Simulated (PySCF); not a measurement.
HBN, SMILES B=[N], doublet, B3LYP/def2-SVP optimised geometry. Atoms within 1.6 Å of the plane z = 0.0 Å (x, y, z in Å): B1 (0.06, 0.00, 0.00), N2 (-1.25, 0.00, 0.00), H3 (1.25, 0.00, 0.00).

Level of theory: unrestricted B3LYP/def2-TZVP (PySCF). Cells within 0.4 Å of a nucleus heavier than hydrogen are left out (blank, or x).

Map of the log10 of the electron density (e/bohr³), floored at −4 on the plane z = 0.0 Å:

```
|00000000000000000000000000000|
|00000000000000000000000000000|
|00000000000000000000000000000|
|00000000000000000000000000000|
|00000000000000000000000000000|
|00000001111111111100000000000|
|00000112222222222211000000000|
|00001223333333333322110000000|
|00012334444444444433221000000|
|00123445555555555544332100000|
|01234556677666666655543210000|
|01234567888877777766654321000|
|01345678999988878877765321000|
|02345689xxx999xx8888865431000|
|12345789xxx99xxx8899875431000|
|02345689xxx999xx8888865431000|
|01345678999988878877765321000|
|01234567888877777766654321000|
|01234556677666666655543210000|
|00123445555555555544332100000|
|00012334444444444433221000000|
|00001223333333333322110000000|
|00000112222222222211000000000|
|00000001111111111100000000000|
|00000000000000000000000000000|
|00000000000000000000000000000|
|00000000000000000000000000000|
|00000000000000000000000000000|
|00000000000000000000000000000|
```
Scale: ten equal steps from -4.00 (start of '0') to -0.314 (end of '9'), in the order '0123456789'; x runs from -3.50 to 3.50, y from -3.50 (bottom) to 3.50 (top).
